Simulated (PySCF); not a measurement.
# Magnetic susceptibility: `C=C[C@@H]1C[C@H](C)O[SiH2]1`, C6H12OSi

Molfile (atoms numbered from 1):
```
C6H12OSi
     RDKit          3D

 20 20  0  0  0  0  0  0  0  0999 V2000
    3.3197   -0.2737    0.0912 C   0  0  0  0  0  0  0  0  0  0  0  0
    2.0896   -0.3361   -0.3883 C   0  0  0  0  0  0  0  0  0  0  0  0
    0.8854    0.1972    0.2921 C   0  0  2  0  0  0  0  0  0  0  0  0
   -0.2987   -0.7750    0.2629 C   0  0  0  0  0  0  0  0  0  0  0  0
   -1.5853    0.0301    0.4728 C   0  0  2  0  0  0  0  0  0  0  0  0
   -2.8176   -0.6823   -0.0646 C   0  0  0  0  0  0  0  0  0  0  0  0
   -1.4483    1.2799   -0.1831 O   0  0  0  0  0  0  0  0  0  0  0  0
    0.0770    1.7415   -0.5192 Si  0  0  0  0  0  4  0  0  0  0  0  0
    3.5305    0.1702    1.0506 H   0  0  0  0  0  0  0  0  0  0  0  0
    4.1664   -0.6544   -0.4534 H   0  0  0  0  0  0  0  0  0  0  0  0
    1.9115   -0.7852   -1.3579 H   0  0  0  0  0  0  0  0  0  0  0  0
    1.1360    0.4335    1.3307 H   0  0  0  0  0  0  0  0  0  0  0  0
   -0.3465   -1.2498   -0.7201 H   0  0  0  0  0  0  0  0  0  0  0  0
   -0.2069   -1.5576    1.0175 H   0  0  0  0  0  0  0  0  0  0  0  0
   -1.7207    0.2396    1.5431 H   0  0  0  0  0  0  0  0  0  0  0  0
   -2.7098   -0.8451   -1.1343 H   0  0  0  0  0  0  0  0  0  0  0  0
   -2.9412   -1.6405    0.4333 H   0  0  0  0  0  0  0  0  0  0  0  0
   -3.7026   -0.0750    0.1056 H   0  0  0  0  0  0  0  0  0  0  0  0
    0.2692    1.8124   -1.9638 H   0  0  0  0  0  0  0  0  0  0  0  0
    0.3872    2.9810    0.1817 H   0  0  0  0  0  0  0  0  0  0  0  0
  1  2  2  0
  2  3  1  0
  3  4  1  0
  4  5  1  0
  5  6  1  0
  5  7  1  0
  7  8  1  0
  8  3  1  0
  1  9  1  0
  1 10  1  0
  2 11  1  0
  3 12  1  1
  4 13  1  0
  4 14  1  0
  5 15  1  1
  6 16  1  0
  6 17  1  0
  6 18  1  0
  8 19  1  0
  8 20  1  0
M  END
```

Theory: GIAO KT3/pcSseg-1 magnetisability, rotational g tensor and spin-rotation constants, non-relativistic, gas phase (PySCF 2.14.0). Geometry: GFN2-xTB.

(1) What are the magnetisability and the molar susceptibility?

(2) Split it along the inertial axes a, b, c into diamagnetic and paramagnetic parts about the centre of mass, with the quadrupole moment.

(3) And the rotational g tensor?

Answers

(1) Isotropic -1334 × 10⁻³⁰ J/T², or -80.3 × 10⁻⁶ cm³/mol; principal values -1430, -1312, -1260 × 10⁻³⁰ J/T², anisotropy 150 × 10⁻³⁰ J/T² (root of half the summed squared differences of the principal values). The susceptibility is in cgs units.

(2) 
| axis | χ (10⁻⁶ cm³/mol) | diamagnetic (10⁻⁶ cm³/mol) | paramagnetic (10⁻⁶ cm³/mol) | summed x² of all electrons (Å²) | quadrupole Θ (D Å) |
| --- | --- | --- | --- | --- | --- |
| a | -81.6 | -518.6 | 436.9 | 257.3 | -1.87 |
| b | -82.8 | -1216.9 | 1134.1 | 92.7 | -0.92 |
| c | -76.5 | -1485.0 | 1408.4 | 29.5 | +2.79 |

Anisotropies 2χaa − χbb − χcc = -3.9 and 2χbb − χaa − χcc = -7.5 × 10⁻⁶ cm³/mol. Θ is traceless in Buckingham's convention.

(3) 
```
axis  rotational constant (GHz)        g  nuclear part  electronic part
   a                     3.1819  -0.0296        0.6235          -0.6532
   b                     1.1366  -0.0102        0.5953          -0.6056
   c                     0.9018  -0.0117        0.5850          -0.5967
```
Asymmetric top; isotopes 12C, 1H, 16O, 28Si; no vibrational averaging.
